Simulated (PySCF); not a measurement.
HS2, charge -1, multiplicity 1.

```xyz
3

S      0.0127     1.0931     0.0000
S     -0.0888    -1.0083     0.0000
H      1.2187    -1.3575     0.0000
```
Charge -1, spin multiplicity 1.

Geometry: B3LYP-D3(BJ)/def2-TZVPD. The multiplicity is an assumed one; other spin states were not compared. The isomer is the one that the SMILES or the coordinates give; other isomers of the formula were not compared.

Calculation: PBE/pcSseg-2 (PySCF). Non-relativistic, no solvent.

Computed absolute GIAO shielding of each atom: isotropic value and principal components (ppm):
| atom | σ(iso) | σ11 | σ22 | σ33 | span |
|---|---|---|---|---|---|
| S1 | 503.6 | 239.9 | 299.4 | 971.3 | 731.4 |
| S2 | 596.5 | 329.4 | 554.7 | 905.3 | 575.9 |
| H3 | 30.9 | 19.7 | 31.2 | 41.7 | 22.0 |
